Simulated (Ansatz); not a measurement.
Input for Ansatz (a first-principles code): R-B3LYP-D3(BJ)/def2-SVP on HInO3 (SMILES [OH][In]1[O][O]1). Elements past Kr take the def2 small-core potentials; no spin–orbit coupling.

Ansatz 0.2 input:
```yaml
crystal:
  periodic: [false, false, false]
  atoms:
    - {symbol: In, position_ang: [-0.00000000, 0.19660000, 0.14830000]}
    - {symbol: O, position_ang: [-0.00000000, 0.16310000, -1.77660000]}
    - {symbol: H, position_ang: [-0.00000000, -0.73560000, -2.11450000]}
    - {symbol: O, position_ang: [0.75330000, 0.18800000, 1.87140000]}
    - {symbol: O, position_ang: [-0.75330000, 0.18800000, 1.87140000]}
basis:
  gaussian:
    orbitals: def2-SVP
hamiltonian:
  xc: b3lyp
  dispersion: d3bj
relax: {f_tol: 0.004, max_steps: 120}
scf: {lower_state_search: off}
```

Q: Give the final energy of this run.

A: -416.1377 hartree.

Q: How many basis functions does it have, and what does it roughly cost on one machine?

A: 73 functions; very roughly 18 core-seconds.
